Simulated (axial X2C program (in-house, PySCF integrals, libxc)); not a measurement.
**Photoelectron levels of AuI by EOM-IP-CCSD**

Computed with an axial X2C code built on PySCF integrals: two-component X2C with atomic mean-field Coulomb and Gaunt terms, Gaussian nuclei, basis Au dyall-cv3z, I dyall-cv3z with contracted cores.

R = 2.499 Å (near the PBE0 minimum at charge 0 of the determinant lowest at the starting distance; the state shown can have its own minimum elsewhere).

Hartree–Fock spinors of AuI (one of each Kramers pair; a window near the gap, which can cut inner shells):

| ω | occupied | ε (eV) | character |
| --- | --- | --- | --- |
| 1/2 | yes | -13.79 | 78% Au d, 18% I p, 2% I s |
| 3/2 | yes | -13.44 | 95% Au d, 4% I p |
| 5/2 | yes | -12.98 | 100% Au d |
| 1/2 | yes | -10.36 | 57% I p, 22% Au s, 17% Au d |
| 1/2 | yes | -9.57 | 82% I p, 6% Au s, 5% Au d |
| 3/2 | yes | -8.96 | 85% I p, 7% Au d, 5% Au p |
| 1/2 | no | -0.68 | 52% Au s, 34% Au p, 9% I p |
| 1/2 | no | 1.24 | 95% Au p, 3% I p |
| 3/2 | no | 1.33 | 95% Au p, 3% I p |
| 1/2 | no | 1.97 | 83% Au p, 7% Au s, 3% Au d |
| 1/2 | no | 3.41 | 80% Au s, 12% Au p, 4% I d |
| 1/2 | no | 4.08 | 89% Au p, 8% I d |

Vertical ionisation energies of AuI to the states of AuI⁺:

| Ω of AuI⁺ | vertical IE (eV) | above lowest (cm⁻¹) | ionised spinor | one-hole weight |
| --- | --- | --- | --- | --- |
| 3/2 | 8.860 | 0 | 83% I pπ, 9% Au dπ | 0.95 |
| 1/2 | 9.481 | 5009 | 81% I pπ, 8% Au dπ | 0.95 |
| 1/2 | 10.456 | 12876 | 45% I pσ, 25% Au sσ, 21% Au dσ | 0.95 |
| 5/2 | 11.832 | 23972 | 100% Au dδ | 0.92 |

How far does the lowest EOM-IP-CCSD energy lie from the Koopmans value −ε of the highest filled spinor?

8.860 eV against 8.96 eV, a shift of -0.10 eV: relaxation of the final state lowers the energy and the loss of correlation raises it.

What is the splitting of the first π pair in the table, and is it regular or inverted?

E(3/2) − E(1/2) = 0 − 5009 = -5009 cm⁻¹ at EOM-IP-CCSD: inverted, Ω = 3/2 lower. Splittings at this level can be off by ten to twenty per cent.

This point took 16 s on 1 thread of Arm Neoverse V1 (shared host).

Reference electrons by ω block (each with its −ω partner): 1/2: 38, 3/2: 20, 5/2: 7, 7/2: 1. 18 electrons of AuI correlated (inner shells frozen), 84 natural virtual spinors (a truncated set); levels can be off by some tenths of an eV. Roots sought by Ω: (1/2: 4, 3/2: 3, 5/2: 1); the list ends where they run out and leaves out roots under 60 % one-particle weight. The solver can skip a root, and states that need a further excitation, which the method places far too high, are missing though they may lie low or lowest. T1 of the reference 0.021 (Lee–Taylor). Number of frozen shells: Au 5 s, 4 p, 2 d, 1 f; I 4 s, 3 p, 2 d.
